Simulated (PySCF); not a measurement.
## Which element holds Cl most strongly?

PBE in PySCF with def2-TZVPPD on every atom (core potentials on Mo, In), for the lowest determinant that a PBE0 search found; no spin–orbit coupling. D0 is De less the harmonic zero-point energy.

```json
{"M": "Ga", "state (unpaired electrons)": "singlet (closed shell)", "Re (Å)": "2.237", "ωe (cm⁻¹)": "350", "D0(MCl) (eV)": "4.95"}
{"M": "Mo", "state (unpaired electrons)": "sextet (σ ↑, π ↑↑, δ ↑↑)", "Re (Å)": "2.275", "ωe (cm⁻¹)": "379", "D0(MCl) (eV)": "3.94"}
{"M": "B", "state (unpaired electrons)": "singlet (closed shell)", "Re (Å)": "1.732", "ωe (cm⁻¹)": "807", "D0(MCl) (eV)": "5.47"}
{"M": "In", "state (unpaired electrons)": "singlet (closed shell)", "Re (Å)": "2.440", "ωe (cm⁻¹)": "298", "D0(MCl) (eV)": "4.68"}
{"M": "Al", "state (unpaired electrons)": "singlet (closed shell)", "Re (Å)": "2.165", "ωe (cm⁻¹)": "455", "D0(MCl) (eV)": "5.22"}
{"M": "Si", "state (unpaired electrons)": "doublet (π ↑)", "Re (Å)": "2.085", "ωe (cm⁻¹)": "512", "D0(MCl) (eV)": "4.57"}
{"M": "Ge", "state (unpaired electrons)": "doublet (π ↑)", "Re (Å)": "2.195", "ωe (cm⁻¹)": "390", "D0(MCl) (eV)": "4.31"}
```

Question: Order the elements by D0 and give the energy of BCl + Ge → GeCl + B.

Answer: B > Al > Ga > In > Si > Ge > Mo; ΔE = 5.47 − 4.31 = +1.16 eV at PBE/def2-TZVPPD. Close neighbours can swap at other levels.

The metal atom is held in its measured ground configuration; semilocal functionals can put another filling of s and d lower by some tenths of an eV, and De to that atom would be smaller. These are scalar-relativistic numbers at best; spin–orbit coupling would shift them, the dissociation energy most. States were picked by a PBE0 search and need not be the measured ground states.
